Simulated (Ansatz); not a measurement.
Program: Ansatz. Geometries: PBE0-D4/def2-TZVP. ΔE: electronic, gas phase. CCSD(T)/CBS adds triple-zeta CCSD(T) − MP2 to the extrapolated MP2 energy (def2 sets, frozen cores). DFT in def2-TZVPP. B3LYP here is the variant with VWN-RPA as its local correlation; programs differ in this. Each species was taken in one conformer, which may not be the lowest.

Consider the formal exchange of groups at a B–Si bond: `B[SiH](B)O` + `O[SiH3]` → `B[SiH2]O` + `B[SiH2]O`.

Q: Is it downhill or uphill in electronic energy at CCSD(T)/CBS, and by how much? (An estimate is asked.)

A: Computed: Uphill: ΔE = +0.09 eV.

Q: What do these levels give: B97M-V, B3LYP-D4, r2SCANh-D4, CAM-B3LYP-D4, ωB97M-V, PBE-QIDH, revPBE, BLYP, CAM-B3LYP, CCSD/def2-SVP, CCSD(T)/def2-TZVPP, HF/CBS(def2)? (Estimate.)

A: Computed: B97M-V 0.11, B3LYP-D4 0.10, r2SCANh-D4 0.11, CAM-B3LYP-D4 0.08, ωB97M-V 0.08, PBE-QIDH 0.09, revPBE 0.11, BLYP 0.10, CAM-B3LYP 0.07, CCSD/def2-SVP 0.08, CCSD(T)/def2-TZVPP 0.09, HF/CBS(def2) 0.03 eV.

Largest T1 diagnostic among the species: 0.014.

In def2-TZVPP, CCSD(T) changes the Hartree–Fock value by +0.05 eV (the triples alone add +0.01 eV) and MP2 by +0.06 eV. Leaving LDA and LC-ωPBE aside and taking each functional with its dispersion term where it has one, the values, not all of them listed here, spread over 0.05 eV, from ωB97X-V to revPBE-D4. From BLYP to BHLYP (50 % exact exchange), in def2-TZVPP and without D4, ΔE moves by −0.03 eV.
